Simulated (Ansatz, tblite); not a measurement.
Removing and adding an electron: tetramethylammonium mesylate (C5H15NO3S). Total charge 0; singlet. Geometry: PBE-D4/def2-SVP. Ansatz, gas phase; energy differences of separate SCF runs; the oxidised species was run as a doublet alone; the reduced species was run as a doublet alone.

The xTB rows come from tblite. HSE06 is defined as in plane-wave codes, on full-range PBE exchange.

```
             level  −HOMO (eV)  vertical IE (eV)  −LUMO (eV)  vertical EA (eV)  HOMO–LUMO gap (eV)  IE − EA (eV)                       remarks
          GFN1-xTB       11.39             14.54        5.29              2.46                6.10         12.07                             –
          GFN2-xTB        9.71             12.80        3.10              0.30                6.61         12.49                             –
  PBE-D4/def2-TZVP        4.69              7.96        0.88             -0.97                3.81          8.94  HOMO above zero (-1 doublet)
 PBE0-D4/def2-TZVP        6.30              8.35        0.05             -1.22                6.25          9.57  HOMO above zero (-1 doublet)
HSE06-D4/def2-TZVP        5.89              8.34        0.42             -1.20                5.47          9.53  HOMO above zero (-1 doublet)
```

Relaxing the reduced species (PBE-D4/def2-SVP) changes its energy by -0.23 eV at PBE-D4/def2-TZVP, so the adiabatic electron affinity to this nearest minimum is -0.75 eV. At PBE0-D4/def2-TZVP it is -1.05 eV. The highest occupied level of the relaxed charge -1 doublet lies above zero (up to 2.50 eV). By energy differences, losing it releases 0.75 eV (each at its own geometry, to the charge 0 singlet, at PBE-D4/def2-TZVP).     A HOMO above zero means that the electron is unbound at that level or that self-interaction error raises the level; the energy of removing that electron tells which. Raw xTB energy differences between charge states are shifted by several eV; the methods need an empirical correction for them. Sets without diffuse functions give affinities that are too small. A negative affinity means that the extra electron isn't bound; its size then hangs on the basis.
